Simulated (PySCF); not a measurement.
**Dipole moment and polarisability of (OH)3Sn-O-SiH3**

(OH)3Sn-O-SiH3.
Structure used (PBE0-D3(BJ)/def2-SVP), in Å, numbered top down from 1:
```
atom  x, y, z in Å
Sn1    0.8996    0.5469    0.1315
O2     2.4652   -0.5385   -0.3413
O3     1.2090    2.3810   -0.4957
O4     0.6105    0.3464    2.0594
O5    -0.7606   -0.0250   -0.7307
Si6   -1.9683   -1.1059   -0.3566
H7     2.8965   -0.2023   -1.1370
H8     0.3877    2.7743   -0.8181
H9     1.4131    0.0559    2.5105
H10   -2.9240   -0.5225    0.6330
H11   -2.7052   -1.4213   -1.6155
H12   -1.4080   -2.3716    0.2114
```

Level: CAM-B3LYP/def2-SVPD (PySCF), static field, nuclei fixed, core orbitals frozen in the response. The polarisability tensor in these axes (au):

```
x   83.20  4.71  0.92
y    4.71 76.51 -0.50
z    0.92 -0.50 73.81
```

**Question.** Give the principal values, the mean and the anisotropy Δα = √{½[(α1 − α2)² + (α2 − α3)² + (α1 − α3)²]}.

**Answer.** Principal values 73.06, 74.81 and 85.66 au; mean 77.84 au = 11.54 Å³ = 12.83 × 10⁻⁴⁰ C²·m²/J; Δα = 11.83 au (15 % of the mean).

**Question.** What is the dipole moment, and where does it point?

**Answer.** (0.44, 0.30, -0.62) D, 0.81 D in size, pointing from the negative to the positive side. Measured along this direction, the outermost atoms are H10 at the negative end and H7 at the positive end.

**Question.** Estimate the molar refractivity from the static electronic polarisability.

**Answer.** Lorentz–Lorenz: R = (4π/3)N_A α = 2.5225 cm³/(mol·Å³) × 11.54 Å³ = 29.1 cm³/mol, in the limit of long wavelengths.

**Question.** What would n − 1 = 2πNα be for an ideal gas of these molecules at 350 K and 1 atm, electronic part alone?

**Answer.** N = p/kT = 2.0968 × 10¹⁹ cm⁻³, so n − 1 = 2π × N × 11.54 × 10⁻²⁴ cm³ = 1520 × 10⁻⁶ at long wavelengths.

**Question.** Rayleigh depolarisation ratio (linearly polarised light, static tensor)?

**Answer.** ρ = 3Δα²/(45ᾱ² + 4Δα²) = 419.7/(272675 + 559.6) = 0.00154.

Geometry: PBE0-D3(BJ)/def2-SVP, one conformer, isolated molecule. Atoms past krypton carry effective core potentials; spin–orbit coupling is left out.
